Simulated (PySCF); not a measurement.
Computed with PBE-D3(BJ)/def2-TZVP // PBE0-D3(BJ)/def2-TZVP run with PySCF. Gas-phase values, no solvent. One relaxed conformer stands for a flexible species; it need not be the lowest. Delta-SCF ions had no search for a lower state. Excitations are Tamm–Dancoff values on a coarser integration grid. The basis has no diffuse functions, so Rydberg states are missing or too high.

Reference species (SMILES): `O[Si](O)(O)O` (neutral, multiplicity 1).

```
Quantity                                   Value
--------------------------------------  --------
LUMO                                    -0.42 eV
vertical ionisation energy (Delta-SCF)  10.60 eV
S1–T1 gap (TDA)                          0.20 eV
```

Changed species: `O[SiH2]O` (H–O–Si–O torsion 66°, O–Si–O–H torsion 66°) (2 of 4 OH replaced by H; the reference has 0 of 4 OH replaced by H).

Problem. Predict the effect on the LUMO, vertical ionisation energy (Delta-SCF) and S1–T1 gap (TDA).

Solution. the LUMO goes up by 0.07 eV, to -0.35 eV; the vertical ionisation energy (Delta-SCF) rises by 0.19 eV, to 10.79 eV; the S1–T1 gap (TDA) increases by 0.10 eV, to 0.30 eV.
